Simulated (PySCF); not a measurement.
**`N[SiH2]S[SiH3]` in a uniform electric field**

Compound: H7NSSi2.
Cartesian coordinates in Å at the PBE0-D3(BJ)/def2-SVP level; atoms count from 1:
```xyz
11
H7NSSi2 angstrom
N     -1.1741    0.4269   -0.6554
Si    -1.0700   -0.7412    0.6091
S      0.8114   -0.4943    1.6176
Si     1.9961   -0.1421   -0.1466
H     -1.1869    1.4225   -0.4663
H     -1.6237    0.1992   -1.5342
H     -2.0865   -0.6513    1.7009
H     -1.1883   -2.0654   -0.0685
H      1.6460   -1.1051   -1.2322
H      3.4089   -0.3674    0.2782
H      1.8685    1.2550   -0.6516
```

Level: B3LYP/def2-SVPD (PySCF); nuclei fixed, core orbitals frozen in the response. Permanent dipole (-1.332, 0.896, -1.794) D (1 au = 2.5417 D). Static polarisability (au):

```
x   99.30  3.46 -2.67
y    3.46 74.08 -3.30
z   -2.67 -3.30 83.73
```

Only the terms in μ and α are kept: μ(F) = μ + αF and ΔE = −μ·F − ½ F·αF.

Q: A field of 0.002 au (0.103 V/Å) is applied along each axis in both senses. Find the induced dipole, the size of the total dipole and the two energy terms.

A: 
```tsv
field along	induced x (D)	induced y (D)	induced z (D)	total size (D)	−μ·F (kJ/mol)	−½F·αF (kJ/mol)
+x	0.505	0.018	-0.014	2.188	+2.752	-0.521
−x	-0.505	-0.018	0.014	2.705	-2.752	-0.521
+y	0.018	0.377	-0.017	2.574	-1.851	-0.389
−y	-0.018	-0.377	0.017	2.291	+1.851	-0.389
+z	-0.014	-0.017	0.426	2.111	+3.706	-0.440
−z	0.014	0.017	-0.426	2.738	-3.706	-0.440
```

Q: For the field (0.0006, -0.0014, 0.0002) au, what is the induced dipole, and what angle does it make with the field?

A: αF = (0.138, -0.260, 0.050) D, at 5.2° to the field. The polarisability along this direction, F·αF/F², is 76.14 au, against a mean of 85.70 au.

Q: Which field along μ doubles the dipole in that direction (linear response)?

A: The polarisability along the dipole is 85.36 au, so F = 0.9471 au / 85.36 au = 0.0111 au = 0.57 V/Å; higher-order terms are ignored.

Q: What field makes μF equal to kT at 298 K?

A: kT = 0.9437 × 10⁻³ Eh, so F = 0.000996 au = 5.12 MV/cm.

Q: Induction energy −ᾱe²/2R⁴ of a unit charge at 20 Å, the molecule taken as a point?

A: R = 37.79 bohr, so the energy is −85.7/(2 × 37.79⁴) Eh = -0.0551 kJ/mol. The charge–dipole term at its most favourable orientation, −μe/R², is -1.74 kJ/mol.

Geometry: PBE0-D3(BJ)/def2-SVP, one conformer, isolated molecule.

The run behind these numbers computed excited states and ΔSCF ions as well. The run took 58 s of wall time on one thread of an Arm Neoverse V1, shared host.
